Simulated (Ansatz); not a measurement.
Start from `C/C(F)=C(\F)C(F)(F)F` and change one atom or group to get `FC(F)=C(F)C(F)(F)F`.

Ansatz, PBE0-D4/def2-TZVP geometries, multiplicity 1. 

| property | `C/C(F)=C(\F)C(F)(F)F` |
| --- | --- |
| LUMO energy (ωB97M-V/def2-TZVPP) / eV | 1.80 |
| HOMO energy (B3LYP/def2-TZVPP) / eV | -7.68 |
| ideal-gas entropy at 298 K and 1 bar (rigid rotor, harmonic PBE0-D4/def2-TZVP) / J/(mol·K) | 390 |
| HOMO–LUMO gap (PBE0/def2-TZVPP) / eV | 7.47 |
| HOMO–LUMO gap (PBE/def2-TZVPP) / eV | 5.12 |
| LUMO energy (B3LYP/def2-TZVPP) / eV | -0.68 |

(1) Give the same properties after the change, and the shifts. (Best estimate.)

Results:

(1) Ansatz gave: 
```
                                                                                  property  `FC(F)=C(F)C(F)(F)F`  shift
                                                     LUMO energy (ωB97M-V/def2-TZVPP) / eV                  1.86   0.06
                                                       HOMO energy (B3LYP/def2-TZVPP) / eV                 -8.11  -0.43
ideal-gas entropy at 298 K and 1 bar (rigid rotor, harmonic PBE0-D4/def2-TZVP) / J/(mol·K)                   375    -15
                                                      HOMO–LUMO gap (PBE0/def2-TZVPP) / eV                  7.86   0.39
                                                       HOMO–LUMO gap (PBE/def2-TZVPP) / eV                  5.40   0.28
                                                       LUMO energy (B3LYP/def2-TZVPP) / eV                 -0.75  -0.07
```

The zero-point energy changes by -92.5 kJ/mol with -9 modes. Modes under 60 cm⁻¹, often nearly free rotors, make the harmonic entropy too high.

B3LYP here is the variant with VWN-RPA as its local correlation; programs differ in this.
